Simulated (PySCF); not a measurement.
This PySCF input asks for the NMR shieldings of `[SiH3][S@+]([BH2-]C(=C)C)C`, C4H13BSSi; the geometry comes from GFN2-xTB.

```python
import basis_set_exchange as bse
import numpy as np
from pyscf import gto, dft
from pyscf.prop import nmr

atoms = """
C    -1.581703    1.877379    0.002290
C    -1.480747    0.581798   -0.270621
C    -2.424506   -0.389588    0.386230
B    -0.371765   -0.016999   -1.256046
S     1.394661    0.587130   -0.423564
C     2.594255   -0.475753   -1.292273
Si    1.293475   -0.452994    1.500243
H    -2.325367    2.278406    0.678432
H    -0.923097    2.602475   -0.449915
H    -3.150462    0.116533    1.022417
H    -1.867849   -1.108243    0.991628
H    -2.958602   -0.954127   -0.377412
H    -0.268326   -1.203876   -1.240474
H    -0.331086    0.466972   -2.336916
H     2.188611   -1.477759   -1.388421
H     3.531976   -0.485306   -0.746363
H     2.740828   -0.044966   -2.277312
H     0.334260    0.313716    2.271067
H     0.935523   -1.844967    1.254575
H     2.664773   -0.359154    1.996677
"""
names = dict.fromkeys(["C", "B", "S", "Si", "H"], "pcSseg-1")
basis = {el: gto.basis.parse(bse.get_basis(n, elements=[el], fmt="nwchem")) for el, n in names.items()}
mol = gto.M(atom=atoms, basis=basis, charge=0, verbose=0)
mf = dft.RKS(mol, xc="PBE0")
mf.grids.level = 2
mf.grids.alignment = dft.numint.BLKSIZE   # the property module wants whole blocks of grid points
mf.conv_tol = 1e-9
mf.kernel()

calc = nmr.RKS(mf)   # GIAO
C = mf.mo_coeff
Co = C[:, mf.mo_occ > 0]
resp = mf.gen_response(singlet=True, hermi=2)
def vind(x):   # induced exchange potential for any number of trial vectors
    d = np.einsum("pi,xij,qj->xpq", C, 2 * x.reshape(-1, C.shape[1], Co.shape[1]), Co, optimize=True)
    return np.einsum("xpq,pi,qj->xij", resp(d - d.transpose(0, 2, 1)), C, Co, optimize=True).ravel()
mo1, _ = nmr.rhf.solve_mo1(calc, with_cphf=vind)
sigma = calc.kernel(mo1)
for i, s in enumerate(sigma):   # ppm
    w = np.linalg.eigvalsh((s + s.T) / 2)
    print("%2d %-2s iso %8.1f  s11 %8.1f  s22 %8.1f  s33 %8.1f" % (i, mol.atom_pure_symbol(i), w.mean(), *w))
```

**Question.** What are the results?

**Answer.** 
```
 0 C  iso     59.9  s11    -52.7  s22     89.8  s33    142.5
 1 C  iso     24.6  s11   -103.5  s22     -2.5  s33    179.7
 2 C  iso    152.9  s11    131.3  s22    145.7  s33    181.6
 3 B  iso    110.7  s11     88.8  s22    110.8  s33    132.5
 4 S  iso    637.6  s11    538.1  s22    595.6  s33    778.9
 5 C  iso    163.8  s11    141.8  s22    158.8  s33    190.8
 6 Si iso    388.4  s11    332.1  s22    384.6  s33    448.5
 7 H  iso     26.1  s11     22.7  s22     25.7  s33     29.8
 8 H  iso     26.4  s11     22.8  s22     24.8  s33     31.7
 9 H  iso     29.9  s11     26.6  s22     28.2  s33     35.0
10 H  iso     29.9  s11     26.0  s22     30.5  s33     33.1
11 H  iso     29.4  s11     25.9  s22     27.6  s33     34.7
12 H  iso     29.5  s11     25.9  s22     28.7  s33     33.9
13 H  iso     28.2  s11     25.4  s22     27.1  s33     32.0
14 H  iso     29.8  s11     24.9  s22     28.2  s33     36.3
15 H  iso     29.8  s11     24.3  s22     26.9  s33     38.1
16 H  iso     29.2  s11     24.0  s22     26.2  s33     37.4
17 H  iso     27.1  s11     22.9  s22     26.6  s33     31.7
18 H  iso     27.4  s11     24.6  s22     25.7  s33     32.0
19 H  iso     27.4  s11     23.3  s22     25.5  s33     33.5
```

These numbers come from an equivalent density-fitted implementation of the same equations, which agrees with the script to about 0.01 ppm for H and up to a few tenths of a ppm for heavy atoms, so last digits may differ.

Size and cost of the density-fitted run: 198 basis functions, 57 s wall time on 1 thread of an Arm Neoverse V1, shared host; peak memory 0.88 GiB.
